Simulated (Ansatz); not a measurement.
Basis-set series for `[Cl][GeH2][Br]`. Charge 0, multiplicity 1. Geometry: relaxed with PBE0-D4/def2-TZVP.

| functional | basis | functions | energy (Eh) | HOMO (eV) | LUMO (eV) |
| --- | --- | --- | --- | --- | --- |
| PBE0-D4 | def2-SVP | 92 | -5111.21397 | -8.48 | -0.74 |
| PBE0-D4 | def2-TZVPP | 166 | -5111.95013 | -8.61 | -1.02 |
| ωB97M-V | def2-SVP | 92 | -5111.63757 | -10.66 | 1.35 |
| ωB97M-V | def2-TZVPP | 166 | -5112.36981 | -10.81 | 0.93 |

Give the rows for def2-QZVPP. (An estimate is asked.)

Computed: 
```
functional       basis  functions  energy (Eh)  HOMO (eV)  LUMO (eV)
   PBE0-D4  def2-QZVPP        308  -5112.06125      -8.62      -1.11
   ωB97M-V  def2-QZVPP        308  -5112.47742     -10.83       0.72
```

Positive LUMOs are unbound and depend on the basis. Scalar relativity is left out up to krypton.
